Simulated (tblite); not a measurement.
Species: C₃H₁₃ClN₂Si₃.
Atom-mapped SMILES: `[CH3:1][N:2]1[CH2:3][Si@@H:4]([Cl:5])[CH2:6][Si@H:7]1[NH:8][SiH3:9]` (hydrogens: H10, H11, H12 on C1; H13, H14 on C3; H15 on Si4; H16, H17 on C6; H18 on Si7; H19 on N8; H20, H21, H22 on Si9)

The geometry is computed with GFN2-xTB (gas phase).

Problem. What internal coordinates does the optimisation give?

Solution. 
```tsv
bond	length (bohr)	order
C1–N2	2.719	single
N2–C3	2.734	single
C3–Si4	3.608	single
Si4–Cl5	3.820	single
Si4–C6	3.569	single
C6–Si7	3.599	single
Si7–N8	3.270	single
N8–Si9	3.265	single
N2–Si7	3.243	single
C1–H10, C1–H11	2.061	single
C1–H12	2.073	single
C3–H13	2.073	single
C3–H14	2.079	single
Si4–H15	2.769	single
C6–H16	2.055	single
C6–H17	2.051	single
Si7–H18	2.783	single
N8–H19	1.903	single
Si9–H20, Si9–H21, Si9–H22	2.768	single
```

Bonds in one row agree within 0.02 bohr and their mean is given. Orders are formal, as drawn. A selection of angles:
```tsv
angle	degrees
C1–N2–C3	113.9
C1–N2–Si7	122.4
C3–N2–Si7	119.8
N2–C3–Si4	109.0
C3–Si4–Cl5	110.2
C3–Si4–C6	101.0
Cl5–Si4–C6	112.1
Si4–C6–Si7	104.7
C6–Si7–N8	116.5
N2–Si7–C6	101.0
N2–Si7–N8	106.6
Si7–N8–Si9	127.2
H19–N8–Si7	114.4
H19–N8–Si9	115.6
```

Torsions: C1–N2–C3–Si4 180° (antiperiplanar); N2–C3–Si4–Cl5 -109° (anticlinal); C3–Si4–C6–Si7 3° (synperiplanar); Si4–C6–Si7–N8 -128° (anticlinal); C6–Si7–N8–Si9 -71° (synclinal); C1–N2–Si7–C6 180° (antiperiplanar).

The 5-membered ring N2–C3–Si4–C6–Si7 has internal angles of 101.0° to 119.8°; it is puckered, 0.10 Å rms from its mean plane, widest ring torsion 23°. Si7 (SiH silicon) is distorted tetrahedral (angles from 101.0° to 116.5°). Of the pairs four or more bonds apart, H11···H13 is among the closest relative to their van der Waals radii: 2.44 Å, 102 % of the sum of Bondi's values. The C–Si distances run from 1.889 Å (Si4–C6, drawn single) to 1.909 Å (C3–Si4, drawn single), a spread of 0.020 Å. Si9 (SiH3 silicon) is distorted tetrahedral (angles from 105.5° to 112.4°). N8 (nitrogen bridging silicon atoms) is almost planar (angles 127.2°, 115.6° and 114.4°, sum 357.2°, 0.14 Å off the plane of its three neighbours). Si4 (chlorine-bound silicon) is distorted tetrahedral (angles from 101.0° to 114.8°).

Point group: C1 (no symmetry element, even within 0.4 Å). Its lowest GFN2-xTB frequency is 12 cm⁻¹, too small to tell a flat minimum from a shallow saddle. The numbers are those of one conformer.

Time: 1.9 s wall. Hardware: one thread of an Arm Neoverse V1, no GPU, shared host. This is the geometry optimisation.
